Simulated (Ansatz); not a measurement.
Reading a saddle point

A first-order saddle point of CH$_{6}$ClGa, singlet, PBE0-D4/def2-TZVP, with one imaginary mode of 791i cm⁻¹:

Ga1  (-0.965, -0.053, -0.638)
Cl2  (-0.976, -1.550, 1.403)
H3  (-0.894, -1.042, -1.839)
H4  (-2.017, 1.047, -0.315)
H5  (0.046, -0.625, 0.890)
C6  (0.933, 0.416, 0.118)
H7  (1.739, -0.317, 0.061)
H8  (1.108, 1.117, -0.710)
H9  (1.025, 1.008, 1.031)
(Å)

Computed with Ansatz 0.2.0 (basis: def2-TZVPP and def2-QZVPP); correlated methods freeze the cores. Filled d shells of the heavier atoms are correlated. The def2 sets are not built for correlating such inner shells, so the correlated values are less sure here. Extrapolation: Hartree–Fock as exp(−7.88 √X), correlation as X^−2.97.

(1) Which contacts change along the imaginary mode, and what lies on either side? (Judge from chemistry; the calculation decides.)

(2) Which side is lower, and how far does the saddle lie above each? (Judge from chemistry; the value comes from the calculation.)

The T1 diagnostic stays at or below 0.012.

Results:

(1) Computed: The step is GaH₂Cl ([Cl][GaH2]) + CH₄ → CH₅Ga ([CH3][GaH2]) + HCl, with the molecules in contact on both sides. Shortening one way: Ga1–C6, Cl2–H5; lengthening the same way: Ga1–Cl2, H5–C6.
```json
{"pair": "Ga1–C6", "one side (Å)": "3.08", "saddle (Å)": "2.10", "other side (Å)": "1.98"}
{"pair": "Cl2–H5", "one side (Å)": "3.07", "saddle (Å)": "1.47", "other side (Å)": "1.28"}
{"pair": "Ga1–Cl2", "one side (Å)": "2.16", "saddle (Å)": "2.53", "other side (Å)": "2.80"}
{"pair": "H5–C6", "one side (Å)": "1.09", "saddle (Å)": "1.57", "other side (Å)": "2.96"}
```

(2) The calculation gives: The side with Ga1–Cl2, H5–C6 short is lower by 32.27 kcal/mol; the saddle lies 43.52 kcal/mol above it and 11.25 kcal/mol above the other (CCSD(T) at an estimated basis limit (MP2 extrapolated from triple and quadruple zeta, plus CCSD(T) − MP2 in triple zeta); electronic energies).

Labels in which every atom is bracketed show which atoms are joined, not bond orders.

For scale, one of the runs: CCSD(T)/def2-TZVPP, 205 basis functions (an equivalent command: `ansatz run in.yaml --threads 4`). Hardware: 4 CPU threads, shared host. Wall time 110 s; peak host memory 2.5 GiB.
